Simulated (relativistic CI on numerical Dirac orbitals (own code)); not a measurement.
# d1 to d9 in one tetrahedral field

Computed with a parametric ligand-field model without spin-orbit coupling, by exact diagonalisation: B = 830, C = 3240, 10Dq = -4200 cm⁻¹ (Td; |10Dq|/B = 5.1) for every shell. Energies in cm⁻¹; the field energy is (0.6 n_e − 0.4 n_t2) × 10Dq of the ground term; g labels are left out.

```
Shell  Ground term  Electrons in e  Field energy  First spin-allowed bands  Lowest term of other spin
   d1           2E           1.000         -2520                  2T2 4200                           
   d2          3A2           2.000         -5040        3T2 4200, 3T1 7283                   1E 12298
   d3          4T1           1.880         -2857        4T2 3546, 4A2 7746                   2E 11209
   d4          5T2           2.000         -1680                   5E 4200                  3T1 13709
   d5          6A1           2.000             0                      none                  4T1 22103
   d6           5E           3.000         -2520                  5T2 4200                  3T1 14169
   d7          4A2           4.000         -5040        4T2 4200, 4T1 7283                   2E 14819
   d8          3T1           3.880         -2857        3T2 3546, 3A2 7746                  1T2 11649
   d9          2T2           4.000         -1680                   2E 4200
```

Every shell keeps the spin of the free ion. Tetrahedral fields of 3d complexes are almost always too weak to pair spins. High-spin d^(n+5) repeats the spin-allowed bands of d^n, since the half-filled shell is spherical.
